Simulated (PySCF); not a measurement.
CHN, charge +1, doublet, at a GFN2-xTB geometry (a state made from the parent by changing its charge; the spin is typed, not shown lowest); HF/def2-TZVP (PySCF).

The PySCF input:
```python
from pyscf import gto, scf, solvent

mol = gto.Mole()
mol.atom = '''
    C    -0.00000000   -0.00000000   -0.48312722
    N     0.00000000    0.00000000    0.64165945
    H    -0.00000000   -0.00000000   -1.59285286
'''
mol.basis = 'def2-tzvp'
mol.charge = 1
mol.spin = 1
mol.verbose = 4
mol.build()

mf = scf.UHF(mol)
mf.kernel()
```

Output, abridged:

```
PySCF version 2.14.0

[INPUT] verbose = 4
[INPUT] num. atoms = 3
[INPUT] num. electrons = 13
[INPUT] charge = 1
[INPUT] spin (= nelec alpha-beta = 2S) = 1
[INPUT] symmetry False subgroup None
[INPUT] Mole.unit = angstrom
[INPUT] Symbol           X                Y                Z      unit          X                Y                Z       unit  Magmom
[INPUT]  1 C      0.000000000000   0.000000000000  -0.483127220000 AA    0.000000000000   0.000000000000  -0.912978129122 Bohr   0.0
[INPUT]  2 N      0.000000000000   0.000000000000   0.641659450000 AA    0.000000000000   0.000000000000   1.212560625739 Bohr   0.0
[INPUT]  3 H      0.000000000000   0.000000000000  -1.592852860000 AA    0.000000000000   0.000000000000  -3.010055662130 Bohr   0.0

nuclear repulsion = 24.2785607345774
number of shells = 26
number of NR pGTOs = 100
number of NR cGTOs = 68
basis = def2-tzvp
ecp = {}

******** <class 'pyscf.scf.uhf.UHF'> ********
method = UHF
initial guess = minao
damping factor = 0
level_shift factor = 0
DIIS = <class 'pyscf.scf.diis.CDIIS'>
diis_start_cycle = 1
diis_space = 8
diis_damp = 0
SCF conv_tol = 1e-09
SCF conv_tol_grad = None
SCF max_cycles = 50
direct_scf = True
direct_scf_tol = 1e-13
number electrons alpha = 7  beta = 6
Set gradient conv threshold to 3.16228e-05
init E= -93.0096449770441

cycle= 1 E= -92.3678800623431  delta_E= 0.642  |g|= 0.39  |ddm|= 0.968
cycle= 2 E= -92.4590794745364  delta_E= -0.0912  |g|= 0.118  |ddm|= 0.361
cycle= 3 E= -92.4644589130596  delta_E= -0.00538  |g|= 0.0306  |ddm|= 0.102
cycle= 4 E= -92.4650140684814  delta_E= -0.000555  |g|= 0.0148  |ddm|= 0.0365
cycle= 5 E= -92.4651302073234  delta_E= -0.000116  |g|= 0.0033  |ddm|= 0.0109
cycle= 6 E= -92.4651499405941  delta_E= -1.97e-05  |g|= 0.00163  |ddm|= 0.00468
cycle= 7 E= -92.4651575303365  delta_E= -7.59e-06  |g|= 0.000997  |ddm|= 0.00305
cycle= 8 E= -92.4651619849986  delta_E= -4.45e-06  |g|= 0.000677  |ddm|= 0.00247
cycle= 9 E= -92.4651647982307  delta_E= -2.81e-06  |g|= 0.000443  |ddm|= 0.00239
cycle= 10 E= -92.4651663661129  delta_E= -1.57e-06  |g|= 0.00023  |ddm|= 0.00226
cycle= 11 E= -92.4651667895242  delta_E= -4.23e-07  |g|= 9.64e-05  |ddm|= 0.0014
cycle= 12 E= -92.4651668371302  delta_E= -4.76e-08  |g|= 3.23e-05  |ddm|= 0.000441
cycle= 13 E= -92.4651668406896  delta_E= -3.56e-09  |g|= 4.3e-06  |ddm|= 0.000125
cycle= 14 E= -92.4651668407189  delta_E= -2.93e-11  |g|= 1.25e-06  |ddm|= 9.06e-06
Extra cycle  E= -92.4651668407201  delta_E= -1.26e-12  |g|= 6.05e-07  |ddm|= 1.75e-06
converged SCF energy = -92.4651668407201  <S^2> = 0.75473197  2S+1 = 2.0047264
```
